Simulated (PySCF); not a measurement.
C3H6OS, SMILES C[C@@H]1OCS1. Atoms are numbered in the order given.

```xyz
11

C     -1.9300     0.3692     0.1314
C     -0.6847    -0.3800    -0.2462
O     -0.0193    -0.9409     0.8704
C      1.2592    -0.3877     0.6827
S      0.7693     0.6481    -0.7512
H     -2.3872     0.8295    -0.7576
H     -1.6962     1.1555     0.8626
H     -2.6592    -0.3284     0.5737
H     -0.8998    -1.1515    -1.0091
H      1.6024     0.1908     1.5574
H      2.0182    -1.1474     0.4224
```

Geometry optimised at PBE0-D3(BJ)/def2-SVP. The structure was generated by enumeration; whether it is a known compound was not checked.

Method: PBE0-D3(BJ)/def2-SVP (PySCF 2.14.0).

Frequencies are harmonic and unscaled.

```json
[
 {"mode": "1", "ν (cm⁻¹)": "96", "IR (km/mol)": "6.5", "moving atoms (share of kinetic energy)": "C 38 %, H 33 %, O 24 %"},
 {"mode": "2", "ν (cm⁻¹)": "246", "IR (km/mol)": "0.7", "moving atoms (share of kinetic energy)": "H 88 %"},
 {"mode": "3", "ν (cm⁻¹)": "298", "IR (km/mol)": "1.2", "moving atoms (share of kinetic energy)": "H 37 %, C 30 %, S 23 %, O 10 %"},
 {"mode": "4", "ν (cm⁻¹)": "438", "IR (km/mol)": "5.9", "moving atoms (share of kinetic energy)": "C 49 %, H 29 %, O 19 %"},
 {"mode": "5", "ν (cm⁻¹)": "585", "IR (km/mol)": "2.3", "moving atoms (share of kinetic energy)": "S 48 %, O 24 %, C 22 %"},
 {"mode": "6", "ν (cm⁻¹)": "680", "IR (km/mol)": "7.5", "moving atoms (share of kinetic energy)": "C 58 %, H 21 %, S 20 %"},
 {"mode": "7", "ν (cm⁻¹)": "790", "IR (km/mol)": "13.5", "moving atoms (share of kinetic energy)": "C 62 %, H 21 %, S 10 %"},
 {"mode": "8", "ν (cm⁻¹)": "909", "IR (km/mol)": "16.3", "moving atoms (share of kinetic energy)": "H 42 %, O 32 %, C 25 %"},
 {"mode": "9", "ν (cm⁻¹)": "927", "IR (km/mol)": "0.3", "moving atoms (share of kinetic energy)": "H 82 %, C 15 %"},
 {"mode": "10", "ν (cm⁻¹)": "1010", "IR (km/mol)": "7.8", "moving atoms (share of kinetic energy)": "H 75 %, C 24 %"},
 {"mode": "11", "ν (cm⁻¹)": "1097", "IR (km/mol)": "21.6", "moving atoms (share of kinetic energy)": "C 45 %, H 31 %, O 24 %"},
 {"mode": "12", "ν (cm⁻¹)": "1127", "IR (km/mol)": "14.8", "moving atoms (share of kinetic energy)": "C 60 %, H 29 %, O 11 %"},
 {"mode": "13", "ν (cm⁻¹)": "1158", "IR (km/mol)": "4.2", "moving atoms (share of kinetic energy)": "H 79 %, C 16 %"},
 {"mode": "14", "ν (cm⁻¹)": "1162", "IR (km/mol)": "56.5", "moving atoms (share of kinetic energy)": "C 50 %, H 33 %, O 17 %"},
 {"mode": "15", "ν (cm⁻¹)": "1244", "IR (km/mol)": "77.7", "moving atoms (share of kinetic energy)": "H 67 %, C 20 %, O 14 %"},
 {"mode": "16", "ν (cm⁻¹)": "1317", "IR (km/mol)": "22.9", "moving atoms (share of kinetic energy)": "H 72 %, C 23 %"},
 {"mode": "17", "ν (cm⁻¹)": "1364", "IR (km/mol)": "7.9", "moving atoms (share of kinetic energy)": "H 80 %, C 19 %"},
 {"mode": "18", "ν (cm⁻¹)": "1397", "IR (km/mol)": "43.3", "moving atoms (share of kinetic energy)": "H 67 %, C 33 %"},
 {"mode": "19", "ν (cm⁻¹)": "1448", "IR (km/mol)": "6.7", "moving atoms (share of kinetic energy)": "H 95 %"},
 {"mode": "20", "ν (cm⁻¹)": "1455", "IR (km/mol)": "3.4", "moving atoms (share of kinetic energy)": "H 95 %"},
 {"mode": "21", "ν (cm⁻¹)": "1514", "IR (km/mol)": "1.1", "moving atoms (share of kinetic energy)": "H 90 %, C 9 %"},
 {"mode": "22", "ν (cm⁻¹)": "3041", "IR (km/mol)": "84.9", "moving atoms (share of kinetic energy)": "H 95 %"},
 {"mode": "23", "ν (cm⁻¹)": "3049", "IR (km/mol)": "31.2", "moving atoms (share of kinetic energy)": "H 93 %"},
 {"mode": "24", "ν (cm⁻¹)": "3058", "IR (km/mol)": "8.5", "moving atoms (share of kinetic energy)": "H 97 %"},
 {"mode": "25", "ν (cm⁻¹)": "3106", "IR (km/mol)": "25.3", "moving atoms (share of kinetic energy)": "H 90 %, C 10 %"},
 {"mode": "26", "ν (cm⁻¹)": "3157", "IR (km/mol)": "6.2", "moving atoms (share of kinetic energy)": "H 91 %, C 9 %"},
 {"mode": "27", "ν (cm⁻¹)": "3178", "IR (km/mol)": "7.8", "moving atoms (share of kinetic energy)": "H 90 %, C 10 %"}
]
```
